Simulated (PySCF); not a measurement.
**Basis set benchmark on one molecule**

Molecule: SMILES Cl[SiH](Cl)Cl, Cl₃HSi.

Mapped SMILES: `[Cl:1][SiH:2]([Cl:3])[Cl:4]`. Each H is labelled by its parent atom.

Geometry PBE0-D3(BJ)/def2-SVP throughout; GIAO in PySCF, gas phase, one conformer, non-relativistic; equivalent atoms averaged; functional PBE0.

Reference values (measured; solution; U. Herzog, Habilitationsschrift, TU Bergakademie Freiberg, 2002/2003): δ(Si2) = -9.6 ppm vs TMS. Computed shifts are taken against TMS, calculated as an isolated molecule at each level.

Question: How do the basis sets STO-3G, 6-31G, pcSseg-0, 6-31G*, def2-SVP, cc-pVDZ, pcSseg-1, aug-cc-pVDZ, 6-311+G(2d,p), cc-pVTZ, def2-TZVP, pcSseg-2, IGLO-III perform against the reference? Times are CPU seconds on shared hosts with different chips, so compare them loosely.

Answer: 
```csv
basis set,functions,Si2,abs. error Si,core-s
STO-3G,37,13.1,22.7,1.5
6-31G,54,74.6,84.2,3
pcSseg-0,54,75.3,84.9,2.5
6-31G*,74,39.4,49.0,3.9
def2-SVP,77,24.4,34.0,3.2
cc-pVDZ,77,21.5,31.1,4
pcSseg-1,101,19.3,28.9,12
aug-cc-pVDZ,117,4.5,14.1,6.3
"6-311+G(2d,p)",146,12.5,22.1,8
cc-pVTZ,150,11.1,20.7,8.9
def2-TZVP,154,7.2,16.8,8.8
pcSseg-2,186,9.7,19.3,17
IGLO-III,186,4.3,13.9,10
```

For 29Si the closest is IGLO-III (13.9 ppm, with aug-cc-pVDZ practically level) and the furthest pcSseg-0 (84.9 ppm). Where a smaller basis beats a larger one, errors probably cancel; the largest sets show where the functional converges. One molecule is a small sample, and vibrational and solvent effects are absent from the calculation.

A small basis that lands close on one nucleus may do so by chance; judge by the trend and by all nuclei.
